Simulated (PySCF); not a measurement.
C₃H₇ClOSi, SMILES C=C(Cl)[Si@@H](C)O.

Geometry optimised at TPSSh-D3(BJ)/def2-SVP. The structure was generated by enumeration; whether it is a known compound was not checked. One conformer was computed; it need not be the lowest.

Vertical ionisation energy (IE) and electron affinity (EA) in eV. Rows of orbital energies are one-electron estimates. Where ΔSCF, EOM or ADC give a negative EA the extra electron is unbound and the value depends on the basis.

```csv
level,IE,EA
"−ε(HOMO), −ε(LUMO), ωB97X/def2-TZVP (PySCF)",9.89,-1.48
"−ε(HOMO), −ε(LUMO), PBE/def2-TZVP (PySCF)",___,___
```

Complete the blanks. (Estimate from the structure and the level; the computed values follow.)


- −ε(HOMO), −ε(LUMO), PBE/def2-TZVP (PySCF), IE: 6.37
- −ε(HOMO), −ε(LUMO), PBE/def2-TZVP (PySCF), EA: 1.62
